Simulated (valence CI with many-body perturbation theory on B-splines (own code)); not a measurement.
# E1 line list for Bi LXXIX

Method: relativistic CI+MBPT: three valence electrons over a frozen Dirac-Fock core [He], a basis of 11 s, 11 p, 9 d, 7 f, 5 g, 2 h, 1 i functions for each j, with the one-electron correlation potential Σ1, the two-electron term Σ2, the three-electron term Σ3, Breit, model QED; selected CI, second order for the rest (own B-spline code, finite nucleus).

No measured spectrum was set against this ion. As an estimate, large intervals hold to a few tenths of a per cent, small ones and those within an open d or f shell to about a per cent.

Lines 201 to 250 of 296 in falling wavelength, among levels below 18241 eV, chosen from the strongest by gf and those to the six lowest levels. Wavelengths and rates use the calculated energies. Electric multipoles are in the length gauge, E1 and E2 with the static RPA response of the core. Weak lines are less certain than strong ones. Lines between different terms over intervals too small for the method are left out, as are lines whose strength nearly cancels. The highest levels of a list are the least certain.

Levels are named by their leading jj configuration (3d3/2^4 stands for four electrons in 3d with j = 3/2), which in mixed levels can hold well under half, so a name can repeat and another be missing. Letters in brackets count levels of one name in rising energy.

```tsv
λ vac (Å)	Upper	Lower	A (s⁻¹)	S (a.u.) with core polarisation	S without
0.9018	(2s^2 3p1/2) J=1/2	(2s 2p1/2^2) J=1/2	4.43e+12	3.21e-06	3.21e-06
0.8943	(2s 2p1/2 3s) J=1/2 [a]	(2s 2p1/2^2) J=1/2	5.19e+13	3.66e-05	3.65e-05
0.8938	(2s 2p3/2 3s) J=3/2 [a]	(2s 2p1/2 2p3/2) J=1/2	8.19e+12	1.15e-05	1.15e-05
0.8923	(2s 2p1/2 3s) J=3/2	(2s 2p1/2^2) J=1/2	1.01e+14	1.42e-04	1.41e-04
0.8903	(2s 2p3/2 3s) J=5/2	(2s 2p1/2 2p3/2) J=5/2	7.32e+13	1.53e-04	1.53e-04
0.8899	(2s 2p1/2 3s) J=1/2 [b]	(2s 2p1/2^2) J=1/2	2.42e+13	1.68e-05	1.68e-05
0.8885	(2s 2p3/2 3s) J=1/2	(2s 2p1/2 2p3/2) J=1/2	1.88e+13	1.31e-05	1.30e-05
0.8882	(2s 2p3/2 3s) J=3/2 [a]	(2s 2p1/2 2p3/2) J=5/2	7.30e+13	1.01e-04	1.01e-04
0.8879	(2s 2p3/2 3s) J=3/2 [b]	(2s 2p1/2 2p3/2) J=1/2	3.97e+13	5.48e-05	5.46e-05
0.8876	(2s 2p3/2 3s) J=5/2	(2s 2p1/2 2p3/2) J=3/2 [a]	6.34e+13	1.31e-04	1.31e-04
0.8873	(2s^2 3s) J=1/2	(2s^2 2p1/2) J=1/2	1.08e+14	7.43e-05	7.40e-05
0.8855	(2s 2p3/2 3s) J=3/2 [a]	(2s 2p1/2 2p3/2) J=3/2 [a]	1.91e+13	2.62e-05	2.61e-05
0.8688	(2p1/2 2p3/2 3p1/2) J=1/2	(2s 2p1/2 2p3/2) J=1/2	1.41e+14	9.15e-05	9.14e-05
0.8685	(2p1/2 2p3/2 3p1/2) J=3/2 [a]	(2s 2p1/2 2p3/2) J=1/2	4.06e+14	5.25e-04	5.25e-04
0.8678	(2p1/2 2p3/2 3p1/2) J=5/2	(2s 2p1/2 2p3/2) J=3/2 [b]	6.04e+14	1.17e-03	1.17e-03
0.8677	(2s 2p1/2 3p1/2) J=1/2 [a]	(2s^2 2p1/2) J=1/2	3.40e+14	2.19e-04	2.19e-04
0.8658	(2s 2p1/2 3p1/2) J=3/2	(2s^2 2p1/2) J=1/2	8.51e+14	1.09e-03	1.09e-03
0.8655	(2s 2p3/2 3p1/2) J=3/2 [a]	(2s^2 2p3/2) J=3/2	3.01e+14	3.85e-04	3.85e-04
0.8655	(2s 2p3/2 3p1/2) J=5/2	(2s^2 2p3/2) J=3/2	7.79e+14	1.50e-03	1.49e-03
0.8644	(2p1/2^2 3p1/2) J=1/2	(2s 2p1/2^2) J=1/2	1.39e+15	8.84e-04	8.84e-04
0.8642	(2p1/2 2p3/2 3p1/2) J=3/2 [b]	(2s 2p1/2 2p3/2) J=1/2	1.40e+14	1.78e-04	1.78e-04
0.8632	(2p1/2 2p3/2 3p1/2) J=3/2 [a]	(2s 2p1/2 2p3/2) J=5/2	2.71e+14	3.44e-04	3.44e-04
0.8625	(2p1/2 2p3/2 3p1/2) J=5/2	(2s 2p1/2 2p3/2) J=5/2	5.95e+14	1.13e-03	1.13e-03
0.8624	(2s 2p1/2 3p1/2) J=1/2 [b]	(2s^2 2p1/2) J=1/2	4.62e+14	2.92e-04	2.92e-04
0.8610	(2p1/2 2p3/2 3p1/2) J=1/2	(2s 2p1/2 2p3/2) J=3/2 [a]	1.03e+15	6.47e-04	6.46e-04
0.8606	(2p1/2 2p3/2 3p1/2) J=3/2 [a]	(2s 2p1/2 2p3/2) J=3/2 [a]	6.22e+14	7.83e-04	7.83e-04
0.8599	(2p1/2 2p3/2 3p1/2) J=5/2	(2s 2p1/2 2p3/2) J=3/2 [a]	9.90e+13	1.86e-04	1.86e-04
0.8593	(2s 2p3/2 3p1/2) J=1/2	(2s^2 2p3/2) J=3/2	7.67e+14	4.80e-04	4.80e-04
0.8592	(2s 2p3/2 3p1/2) J=3/2 [b]	(2s^2 2p3/2) J=3/2	4.89e+14	6.12e-04	6.12e-04
0.8589	(2p1/2 2p3/2 3p1/2) J=3/2 [b]	(2s 2p1/2 2p3/2) J=5/2	7.03e+14	8.79e-04	8.79e-04
0.8564	(2p1/2 2p3/2 3p1/2) J=3/2 [b]	(2s 2p1/2 2p3/2) J=3/2 [a]	5.93e+13	7.36e-05	7.35e-05
0.8560	(2s^2 3p3/2) J=3/2	(2s 2p1/2^2) J=1/2	1.10e+13	1.36e-05	1.36e-05
0.8506	(2p1/2 2p3/2 3s) J=5/2	(2s^2 2p3/2) J=3/2	1.37e+12	2.50e-06	2.49e-06
0.8496	(2p1/2^2 3s) J=1/2	(2s^2 2p1/2) J=1/2	4.41e+12	2.67e-06	2.66e-06
0.8415	(2p1/2 2p3/2 3d3/2) J=3/2 [a]	(2p1/2^2 2p3/2) J=3/2	4.42e+14	5.20e-04	5.20e-04
0.8401	(2s 2p3/2 3d3/2) J=3/2 [a]	(2s 2p1/2 2p3/2) J=1/2	6.28e+12	7.35e-06	7.35e-06
0.8401	(2s 2p1/2 3d3/2) J=3/2 [a]	(2s 2p1/2^2) J=1/2	3.47e+14	4.06e-04	4.06e-04
0.8395	(2p1/2 2p3/2 3d3/2) J=5/2 [b]	(2p1/2^2 2p3/2) J=3/2	3.18e+15	5.57e-03	5.57e-03
0.8392	(2p1/2 2p3/2 3d3/2) J=3/2 [b]	(2p1/2^2 2p3/2) J=3/2	2.86e+15	3.33e-03	3.34e-03
0.8385	(2p1/2 2p3/2 3d3/2) J=1/2 [b]	(2p1/2^2 2p3/2) J=3/2	3.22e+15	1.87e-03	1.87e-03
0.8370	(2s 2p1/2 3d3/2) J=3/2 [b]	(2s 2p1/2^2) J=1/2	3.05e+15	3.53e-03	3.53e-03
0.8368	(2s 2p1/2 3d3/2) J=1/2	(2s 2p1/2^2) J=1/2	3.20e+15	1.85e-03	1.85e-03
0.8356	(2s 2p3/2 3d3/2) J=5/2 [a]	(2s 2p1/2 2p3/2) J=5/2	1.33e+15	2.30e-03	2.30e-03
0.8352	(2s 2p3/2 3d3/2) J=3/2 [a]	(2s 2p1/2 2p3/2) J=5/2	4.90e+14	5.64e-04	5.64e-04
0.8351	(2s 2p3/2 3d3/2) J=7/2	(2s 2p1/2 2p3/2) J=5/2	2.55e+15	5.87e-03	5.87e-03
0.8346	(2s 2p3/2 3d3/2) J=3/2 [b]	(2s 2p1/2 2p3/2) J=3/2 [b]	1.16e+15	1.34e-03	1.34e-03
0.8346	(2s 2p3/2 3d3/2) J=3/2 [b]	(2s 2p1/2 2p3/2) J=1/2	1.40e+15	1.60e-03	1.60e-03
0.8343	(2s 2p3/2 3d3/2) J=5/2 [b]	(2s 2p1/2 2p3/2) J=3/2 [b]	2.48e+15	4.27e-03	4.27e-03
0.8336	(2s 2p3/2 3d3/2) J=1/2 [b]	(2s 2p1/2 2p3/2) J=1/2	2.30e+15	1.32e-03	1.32e-03
0.8332	(2s 2p3/2 3d3/2) J=5/2 [a]	(2s 2p1/2 2p3/2) J=3/2 [a]	1.18e+15	2.02e-03	2.02e-03
```
